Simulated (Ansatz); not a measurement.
## One reagent, a row of partners

Four-centre ligand exchange: SiHF₃ ([F][SiH]([F])[F]) meets different reagents, and the same bond of it breaks. Each row is one chosen step, not always the lowest open to these reactants.

Gas-phase electronic energies, without zero-point energy, by CCSD(T) at an estimated basis limit (MP2 extrapolated from triple and quadruple zeta, plus CCSD(T) − MP2 in triple zeta); Ansatz 0.2.0, def2-TZVPP and QZVPP, frozen cores, on PBE0-D4/def2-TZVP structures. Extrapolation: Hartree–Fock as exp(−7.88 √X), correlation as X^−2.97. All energies, in kcal/mol, count from the separated reactants, without counterpoise correction; the start and end structures are the complexes reached by relaxing down from the saddle, and deeper ones may exist. Brackets give SMILES, or, where every atom is bracketed, only which atoms are joined. Steps whose reference was doubtful or whose search ended elsewhere are left out.

| reactants | products | broken | formed | start structure | saddle | end structure | saddle by PBE-D4/TZ |
| --- | --- | --- | --- | --- | --- | --- | --- |
| SiHF₃ ([F][SiH]([F])[F]) + HF | SiF₄ ([F][Si]([F])([F])[F]) + H₂ | F–H, H–Si | F–Si, H–H | -2.79 | 33.49 | -29.82 | 24.52 |
| SiHF₃ ([F][SiH]([F])[F]) + NH₃ | SiNH₂F₃ ([NH2][Si]([F])([F])[F]) + H₂ | H–N, H–Si | H–H, N–Si | -6.26 | ? | -12.76 | 30.25 |
| SiHF₃ ([F][SiH]([F])[F]) + H₂S | SiHSF₃ ([F][Si]([F])([F])[SH]) + H₂ | H–S, H–Si | H–H, S–Si | -2.34 | 51.24 | -8.43 | 37.82 |

**Question.** What is the height of the saddle for SiHF₃ ([F][SiH]([F])[F]) + NH₃? (To be estimated.)

**Answer.** By the calculation: 39.74 kcal/mol relative to the separated reactants, between the members at 33.49 and 51.24; above its start structure the barrier is 39.74 − (-6.26) ≈ 46.00 kcal/mol.

**Question.** How do the PBE-D4 saddles lie against the coupled-cluster estimate?

**Answer.** All lower, by 8.98 to 13.43 kcal/mol.

T1 diagnostic: at most 0.013.

For scale, one of the runs: CCSD(T)/def2-TZVPP, 222 basis functions (an equivalent command: `ansatz run in.yaml --threads 4`). Hardware: 4 CPU threads, shared host. Wall time 2.1 min; peak host memory 3.8 GiB.
